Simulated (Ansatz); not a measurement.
Reactions of `CN[SiH3]`.

Calculated with Ansatz (gas phase, PBE0-D4/def2-TZVP geometries, no zero-point term in ΔE). CBS: MP2 limit from def2 TZ/QZ plus the TZ coupled-cluster correction, frozen cores. This one scheme is used for every species. Functionals use def2-TZVPP. B3LYP here is the variant with VWN-RPA as its local correlation; programs differ in this. def2 core potentials past Kr. For Br, Ga, In outer-core shells are correlated without core-valence functions, which leaves a few kJ/mol of doubt a bond. Scalar relativity is left out up to krypton. One conformer a species, not always the lowest.

| reaction | PBE0-D4 (kcal/mol) | B3LYP-D4 (kcal/mol) | ωB97X-V (kcal/mol) | CCSD(T)/CBS(def2) (kcal/mol) |
| --- | --- | --- | --- | --- |
| `CN[SiH3]` + `[SiH3][GaH2]` → `CN[SiH2][GaH2]` + SiH₄ | 0.9 | 0.6 | 0.9 | 0.7 |
| `CN[SiH3]` + `CO[SiH](O)Br` → `CO[SiH](Br)O[SiH3]` + CH₃NH₂ | -12.9 | -14.5 | -13.8 | -14.4 |
| `CN[SiH3]` + `N[Si](N)(O)O` → `N[Si](N)(O)O[SiH3]` + CH₃NH₂ | -13.7 | -15.1 | -14.5 | -14.9 |
| `CN[SiH3]` + `N[SiH2]O[SiH](N)F` → `CN[SiH2][SiH2]N` + `N[SiH](O)F` | 28.9 | 33.0 | 32.4 | 33.2 |
| `CN[SiH3]` + `C[SiH2]SS` → `C[SiH2]SSC` + `N[SiH3]` | -10.7 | -10.2 | -10.1 | -11.1 |
| `CN[SiH3]` + `C=C(F)S` → `C=C(F)S[SiH3]` + CH₃NH₂ | -4.8 | -3.2 | -3.5 | -3.8 |
| `CN[SiH3]` + `C1[SiH2]S1` → `[SiH3][SiH]1CS1` + CH₃NH₂ | 5.4 | 8.3 | 8.5 | 8.3 |
| `CN[SiH3]` + `[OH][In]([F])[F]` → `[F][In]([F])[O][SiH3]` + CH₃NH₂ | -10.7 | -11.6 | -12.0 | -12.8 |

Largest T1 diagnostic: 0.018, for `[OH][In]([F])[F]`.
